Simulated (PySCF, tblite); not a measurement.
**Isomers of C30H18**

All values: TDA PBE0/6-31G*, gas phase, PySCF SCF with an in-house response code, fitting set def2-universal-JFIT up to Ne and JKFIT beyond, grid level 1 (kernel 0), vertical, one conformer each, geometries GFN2-xTB; core orbitals frozen in the response, virtual orbitals above 1.5 Eh left out. The lowest 6 singlets were sought, and the brightest is taken among them. The runs took 3 to 5 CPU minutes each on shared server CPUs. Energies are electronic, without zero-point or thermal terms, against the lowest isomer listed.

Some members have small gaps, where a closed-shell solution may not be the ground state.

(1) Rank these isomers by DFT energy, most stable first.
A. c1ccc2c(c1)ccc1c2ccc2c1ccc1c3ccc4ccccc4c3ccc12
B. c1ccc2c(c1)ccc1ccc3ccc4ccc5ccc6ccccc6c5c4c3c12
C. c1ccc2cc3cc4cc5cc6cc7ccccc7cc6cc5cc4cc3cc2c1

(2) Give energies, gaps and lowest singlets for all.

Answers

(1) A (0.0 kcal/mol), B (23.5 kcal/mol), C (33.0 kcal/mol).

(2) 
```tsv
isomer	DFT energy / kcal/mol	GFN2-xTB energy / kcal/mol	HOMO-LUMO gap / eV	S1 / eV	f(S1)
c1ccc2c(c1)ccc1ccc3ccc4ccc5ccc6ccccc6c5c4c3c12	23.5	5.4	4.20	3.21	0.000
c1ccc2cc3cc4cc5cc6cc7ccccc7cc6cc5cc4cc3cc2c1	33.0	23.8	1.66	1.54	0.078
c1ccc2c(c1)ccc1c2ccc2c1ccc1c3ccc4ccccc4c3ccc12	0.0	0.0	4.37	3.58	0.007
```
